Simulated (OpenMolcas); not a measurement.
Dy2+ among 6 point charges of -1.5 e arranged as an octahedron (Oh).

```json
{
 "Program": "OpenMolcas",
 "Method": "CASSCF",
 "Basis": "ANO-RCC-VDZP [7s6p4d2f1g]",
 "Scalar Hamiltonian": "DKH2, point nucleus",
 "Active space": "10 electrons in 7 orbitals (4f)",
 "State averaging": "2S+1 = 5 even, 35 roots (33 in the spin-orbit step); 2S+1 = 3 even, 106 roots kept (CI in the orbitals of an earlier block); 2S+1 = 1 even, 31 roots kept (CI in the orbitals of an earlier block)",
 "Spin-orbit coupling": "RASSI with atomic mean-field integrals over the reference wave functions"
}
```

All point charges move together. At R = 2.49 Å the width of the lowest J multiplet is 177 cm-1, and at R = 2.96 Å it is 77 cm-1.

Problem. A third run gives 132 cm-1. What distance was it run at?

Solution. With a power law R^-n the two known points give n = -ln(77 / 177) / ln(2.96 / 2.49) = 4.81. Then R = 2.49 × (177 / 132)^(1/4.81) = 2.647 Å. The run was at 2.65 Å, so the estimate is off by -0.003 Å.

High states are left out of the spin-orbit mixing, which shifts the levels that they would mix with. This is an electrostatic model: the charges have no orbitals. A group larger than the point group allows holds several states that coincide in this model. No measured value stands beside these numbers.
